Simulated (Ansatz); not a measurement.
Calculated with Ansatz (gas phase, PBE0-D4/def2-TZVP geometries, no zero-point term in ΔE). CCSD(T)/CBS adds triple-zeta CCSD(T) − MP2 to the extrapolated MP2 energy (def2 sets, frozen cores). DFT in def2-TZVPP. B3LYP here is the variant with VWN-RPA as its local correlation; programs differ in this. For Ga outer-core shells are correlated without core-valence functions, which leaves a few kJ/mol of doubt a bond. Scalar relativity is left out up to krypton.

`C[CH]1C=[N][GaH]1` → `[CH3][Ga]([CH3])[C]#N`  (isomerisation)

`C[CH]1C=[N][GaH]1`:

```xyz
11

C    -0.521   -1.222   -0.591
C    -0.130   -0.182    0.442
C    -0.557    1.251    0.168
N     0.330    2.171    0.229
Ga    1.642    0.781    0.491
H    -1.608   -1.345   -0.650
H    -0.172   -0.956   -1.593
H    -0.099   -2.199   -0.345
H    -0.478   -0.487    1.435
H    -1.607    1.483   -0.080
H     3.201    0.703    0.492
```

`[CH3][Ga]([CH3])[C]#N`:

Cartesian coordinates in Å:
```
C -1.438 -0.366 1.156
Ga 0.079 -0.168 -0.056
C 0.942 1.416 -0.803
C 0.884 -1.873 -0.630
N 1.355 -2.872 -0.967
H -1.862 0.593 1.453
H -2.216 -0.965 0.676
H -1.124 -0.908 2.051
H 0.909 1.373 -1.894
H 0.474 2.342 -0.470
H 1.997 1.429 -0.516
```

| level | ΔE (kJ/mol) |
| --- | --- |
| B3LYP-D4 | -163.8 |
| B2PLYP | -176.3 |
| B3LYP | -169.8 |
| CCSD/CBS(def2) | -177.0 |

Question: What does CCSD(T)/CBS give? (Best estimate.)

Answer: Computed: -171.5 kJ/mol. The listed levels differ from it by 7.7, -4.8, 1.7, -5.5 kJ/mol.

Largest T1 diagnostic among the species: 0.013.

In def2-TZVPP, CCSD(T) changes the Hartree–Fock value by +23.1 kJ/mol (the triples alone add +5.5 kJ/mol) and MP2 by +18.0 kJ/mol. The D4 term adds +6.0 kJ/mol with B3LYP and +2.8 kJ/mol with PBE0; it sums over pairs of atoms, weighted by their polarisabilities, and B3LYP, whose exchange is more repulsive, gets the larger term.
